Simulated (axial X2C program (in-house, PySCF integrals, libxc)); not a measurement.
Levels of ZrP by electron attachment to ZrP⁺ (EOM-EA-CCSD)

Calculated with an axial X2C code built on PySCF integrals: two-component X2C with atomic mean-field Coulomb and Gaunt terms, Gaussian nuclei, basis Zr dyall-acv3z, P dyall-av3z with contracted cores.

R = 2.174 Å (near the PBE0 minimum at charge 0 of the determinant lowest at the starting distance; the state shown can have its own minimum elsewhere).

Levels of ZrP obtained by attaching an electron to ZrP⁺:

```
  Ω  binding energy (eV)  above lowest (cm⁻¹)                 attached spinor  one-particle weight
1/2                6.611                    0  51% Zr sσ, 24% Zr dσ, 10% P pσ                 0.95
3/2                5.730                 7108                       94% Zr dδ                 0.93
5/2                5.662                 7659                       95% Zr dδ                 0.93
1/2                4.799                14620  49% Zr pπ, 28% Zr dπ, 18% P pπ                 0.95
3/2                4.717                15277  49% Zr pπ, 28% Zr dπ, 19% P pπ                 0.95
1/2                4.334                18369  45% Zr pσ, 34% Zr dσ, 11% P pσ                 0.95
1/2                2.536                32871  34% Zr dπ, 29% Zr pπ, 16% P pπ                 0.94
3/2                2.481                33314  34% Zr dπ, 30% Zr pπ, 16% P pπ                 0.94
1/2                2.125                36187             84% Zr sσ, 8% Zr pσ                 0.99
```

Q: Take the first Ω = 1/2 and Ω = 3/2 rows of π character: how far apart are they, and which lies lower?

A: E(3/2) − E(1/2) = 15277 − 14620 = 657 cm⁻¹ at EOM-EA-CCSD: regular, Ω = 1/2 lower. Splittings at this level can be off by ten to twenty per cent.

This point took 25 s on 1 thread of Arm Neoverse V2, on a shared host.

Reference electrons by ω block (each with its −ω partner): 1/2: 19, 3/2: 7, 5/2: 1. 16 electrons of ZrP⁺ correlated (inner shells frozen), 88 natural virtual spinors (a truncated set); levels can be off by some tenths of an eV. Roots sought by Ω: (1/2: 5, 3/2: 4, 5/2: 2, 7/2: 1); the list ends where they run out and leaves out roots under 60 % one-particle weight. The solver can skip a root, and states that need a further excitation, which the method places far too high, are missing though they may lie low or lowest. T1 of the reference 0.034 (Lee–Taylor). The reference was not checked to be the lowest state of its species. Number of frozen shells: Zr 3 s, 2 p, 1 d; P 2 s, 1 p. Large amplitudes in the reference (orbital relaxation or multireference character) lower the reliability.
